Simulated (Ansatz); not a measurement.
```yaml
crystal:
  periodic: [false, false, false]
  atoms:
    - {symbol: P, position_ang: [-0.426226, -0.224638, 1.280641]}
    - {symbol: P, position_ang: [0.105888, -1.208764, -0.632305]}
    - {symbol: P, position_ang: [1.246364, 0.561569, 0.057799]}
    - {symbol: As, position_ang: [-0.926016, 0.871833, -0.706145]}
basis:
  gaussian: {orbitals: def2-SVPD, point_charges: [{charge: 2.00, position_ang: [5.467, -0.166, -0.283]}]}
hamiltonian: {xc: {name: PBE0-DH}}
scf: {omitted_lower_state_checks: [starts]}
```

```sh
$ ansatz run in.yaml --threads 4 --pin off --events-out ev --progress --plain --max-ram 3916MiB
```

Output, abridged:

```
Functional definition: PBE0-DH
1007 factors; integrals over basis functions are off by at most 5.0e-4 eV
mean field evaluation 1: about -88667.0112 eV, gradient 2.1e1 eV
mean field evaluation 2: about -88667.0525 eV, gradient 2.1e1 eV
mean field evaluation 4: about -88668.7009 eV, gradient 1.3e0 eV
mean field evaluation 8: about -88668.7117 eV, gradient 9.1e-2 eV
mean field evaluation 16: about -88668.7117 eV, gradient 2.7e-5 eV
mean field -88668.71170108 eV, -3258.5150532031 hartree, gradient 2.4e-6 eV, S^2 0.000000; 0 other end points of the search recorded, 0 dependent functions left out
24 core orbitals not correlated: weight in the atoms' cores, before any rotation towards them, 1.000 or more for the frozen orbitals, at most 0.000 for the correlated occupied ones
reference -88668.71171863 eV, -3258.5150538482 hartree; 15, 15 occupied and 71, 71 virtual orbitals, 1007 factors
second order -20.93202258 eV of doubles, -0.00000000 eV of singles
Total energy: -88671.32822145 eV, -3258.6112085533 hartree
Checks for a lower state left out: starts
```

Run time 2.2 s (4 threads of Arm Neoverse V1 on a shared host).

Correlated methods freeze 24 core orbitals; core or outer-core shells of As are correlated, in sets that lack core-valence functions.
